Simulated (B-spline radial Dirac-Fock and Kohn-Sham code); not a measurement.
What relativity does to the binding energies of Co²⁺

System: the Co²⁺ ion, [Ar] 3d7.

Both columns are ΔSCF binding energies of the configuration average from a radial atomic solver: non-relativistic Hartree-Fock with a point nucleus, and Dirac-Fock with a finite nucleus and the Coulomb interaction alone, averaged over the two j levels with weights 2j+1.

```
shell  Hartree-Fock (eV)  Dirac-Fock (eV)  shift (eV)  shift (%)
   1s             7679.7           7756.7      +77.00      +1.00
   2s              948.1            964.6      +16.43      +1.73
   2p              817.4            820.7       +3.23      +0.40
   3s              137.4            140.1       +2.65      +1.93
   3p              96.69            97.29       +0.60      +0.62
   3d              33.38            33.12       -0.26      -0.78
```

Relativity binds 1s, 2s, 2p, 3s, 3p more strongly, among those listed most of all 3s in relative terms, and 3d more weakly, because the contracted s and p shells screen the nucleus better.

Values without a named source are computed, but for edge energies of neutral atoms, which are taken from tables.
